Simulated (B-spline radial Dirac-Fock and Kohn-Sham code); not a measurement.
## Elastic and transport cross sections of samarium for electrons

Level of theory: relativistic (Dirac) partial waves in the static field of the Dirac-Fock atom with Furness-McCarthy exchange, without polarisation or absorption potentials; a B-spline atomic structure program. σ_tr1 and σ_tr2 weight the cross section with 1 − P₁ and 1 − P₂ of cos θ; "backward" is the share scattered beyond 90°.

```
energy (eV)  σ (a₀²)  σ_tr1 (a₀²)  σ_tr2 (a₀²)  σ/σ_tr1  backward (%)
       4560     5.41        0.368        0.524     14.7           2.3
       4890     5.20        0.334        0.486     15.6           2.1
       5000     5.13        0.324        0.474     15.8           2.1
       6100     4.57        0.245        0.379     18.7           1.7
       8090     3.86        0.163        0.271     23.7           1.2
       8210        ?            ?            ?        ?             ?
       8260     3.81        0.158        0.264     24.1           1.2
       8350     3.78        0.155        0.261     24.4           1.2
      10000     3.39        0.119        0.208     28.5          0.96
      13500     2.81       0.0760        0.141     37.0          0.67
      15700     2.55       0.0605        0.115     42.2          0.55
      20000     2.18       0.0418       0.0829     52.3          0.41
      20600     2.14       0.0399       0.0796     53.7          0.39
```

Q: Fill in the row for 8.21 keV.

A: σ = 3.82 a₀², σ_tr1 = 0.159 a₀², σ_tr2 = 0.266 a₀², σ/σ_tr1 = 24.0, backward 1.2 %. The ratio σ/σ_tr1 is roughly the number of elastic collisions that randomise the direction.

Values without a named source are computed, but for edge energies of neutral atoms, which are taken from tables.
